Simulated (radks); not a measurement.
Excited configurations of neutral carbon: one electron is placed in a higher orbital outside [He] 2s2 2p1. The ground configuration is [He] 2s2 2p2. All-electron calculation, non-relativistic Kohn-Sham, BLYP, spin-polarised, spherical densities, point nucleus; open shells are filled with parallel spins first. Program: a radial shooting solver on a logarithmic mesh with Libxc functionals. Excitation = E - E(ground); binding = E(ion) - E, where the ion is the core of charge +1; n* = 1/sqrt(2 binding) in atomic units, and the quantum defect is n - n*.

outer orbital  excitation (eV)  binding (eV)     n*  quantum defect  eigenvalue (eV)
3s                       7.785         3.773  1.899           1.101           -2.077
4s                       9.744         1.815  2.738           1.262           -1.049
5s                      10.469         1.089  3.534           1.466           -0.661

The Delta-SCF ionisation energy is 11.559 eV (NIST Atomic Spectra Database: 11.260 eV, measured). Self-interaction in the functional shifts the binding energies and quantum defects, so they are the method's values and not measured ones. Open shells are spherical and high-spin; term and fine-structure splittings are not resolved.
